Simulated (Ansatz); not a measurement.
Input file for Ansatz (a quantum-chemistry and plane-wave program): R-CCSD(T)/aug-cc-pVQZ on AsH3 (SMILES [AsH3]). The run froze 14 orbitals, filled d shells among them.

Ansatz 0.2 input:
```yaml
crystal:
  periodic: [false, false, false]
  atoms:
    - {symbol: As, position_ang: [0.23175042, -0.45490899, 2.87883377]}
    - {symbol: H, position_ang: [-0.19797877, 0.23498299, 4.16490046]}
    - {symbol: H, position_ang: [1.64603571, -0.69837804, 3.38215973]}
    - {symbol: H, position_ang: [-0.25863108, -1.81676989, 3.34834062]}
basis:
  gaussian:
    orbitals: aug-cc-pVQZ
magnetization: {spin_polarized: false}
correlation: {method: ccsd_t, electrons: outside_noble_gas}
scf: {lower_state_search: off}
```

Program output:

```
WARN ansatz: RAYON_NUM_THREADS=1 ignored (pool sized by the plan → 1); use --threads N
Functional definition: HF
these checks for a lower state are left out or cut short: stability, starts, cluster_reference, orbital_swaps, neighbouring_geometries, increment
integrals: 1.27 GiB planned
1369 factors; integrals over basis functions are off by at most 5.9e-4 eV
mean field: 0.72 GiB planned
mean field evaluation 1: about -60843.5325 eV, gradient 8.7e0 eV
mean field evaluation 2: about -60843.5369 eV, gradient 8.8e0 eV
mean field evaluation 4: about -60844.0420 eV, gradient 8.6e-1 eV
mean field evaluation 8: about -60844.0462 eV, gradient 7.5e-2 eV
mean field -60844.04624468 eV, -2235.9774579163 hartree, gradient 2.9e-6 eV, S^2 0.000000; 0 other end points of the search recorded, 0 dependent functions left out
14 core orbitals not correlated
reference -60844.04624468 eV, -2235.9774579163 hartree; 4, 4 occupied and 213, 213 virtual orbitals, 1369 factors
second order -4.61162240 eV of doubles, -0.00000000 eV of singles
coupled cluster: 1.32 GiB planned
cycle   1  -5.06658027 eV  change   -4.5e-1 eV  update   5.6e-2
cycle   2  -5.26369464 eV  change   -2.0e-1 eV  update   2.0e-2
cycle   3  -5.27538289 eV  change   -1.2e-2 eV  update   5.9e-3
cycle   4  -5.27347875 eV  change    1.9e-3 eV  update   2.0e-3
cycle   5  -5.27314368 eV  change    3.4e-4 eV  update   5.5e-4
cycle   6  -5.27303915 eV  change    1.0e-4 eV  update   1.7e-4
cycle   7  -5.27304652 eV  change   -7.4e-6 eV  update   5.5e-5
cycle   8  -5.27306492 eV  change   -1.8e-5 eV  update   1.8e-5
cycle   9  -5.27306200 eV  change    2.9e-6 eV  update   5.3e-6
perturbative correction -0.18204525 eV, -0.0066900394 hartree
Total energy: -60849.50135193 eV, -2236.1779294102 hartree
Checks for a lower state left out: stability, starts, cluster_reference, orbital_swaps, neighbouring_geometries, increment
```

The run converged.

Cost: around 4 core-minutes (rough).
